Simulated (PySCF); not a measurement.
# AsF: one state, many levels of theory

State: ³Σ⁻ (triplet), unpaired electrons π ↑↑. Set-up: As def2-SVP, F def2-SVP; no relativity (PySCF 2.14). De refers to As + F in their high-spin ground configurations, without counterpoise correction. The functionals are run spin-unrestricted. A positive dipole means As(−)F(+).

```csv
Level,Re (Å),ωe (cm⁻¹),De (eV),μ (D),"CPU s a point (SCF and correlation, without the integrals)"
UHF,1.735,732,2.00,-2.18,0.25
UHF-MP2,1.755,703,3.67,n/a,0.35
UHF-SCS-MP2,1.758,695,3.56,n/a,n/a
UHF-CCSD,1.757,698,3.36,n/a,n/a
UHF-CCSD(T),1.761,688,3.46,n/a,4.1
PBE,1.772,671,4.53,-1.57,0.88
r²SCAN,1.754,695,4.17,-1.63,1.2
M06-L,1.768,677,4.26,-1.80,1.1
PBE0,1.750,705,4.05,-1.75,1.2
MN15,1.740,721,4.14,-1.73,1.2
BHandHLYP,1.740,722,3.70,-1.94,1.1
```

The bond length runs from 1.735 Å (UHF) to 1.772 Å (PBE). De spans 2.00 eV (UHF, mean field) to 4.53 eV (PBE, GGA). Correlation at CCSD(T) changes the Hartree–Fock bond energy by +1.46 eV; the triples alone change it by +0.10 eV.

Correlated steps freeze 10 core orbitals. Correlated levels converge slowly with the basis: in double zeta they bind strong bonds too weakly, by up to about 1 eV, and carry superposition errors of some tenths. Spin–orbit coupling is left out. The state was picked by a PBE0 search and need not be the measured ground state.

The whole job (state search and all levels along the bond) took about 2.6 min on 1 thread of Intel Xeon Platinum 8488C (shared host), peak memory 0.51 GiB.
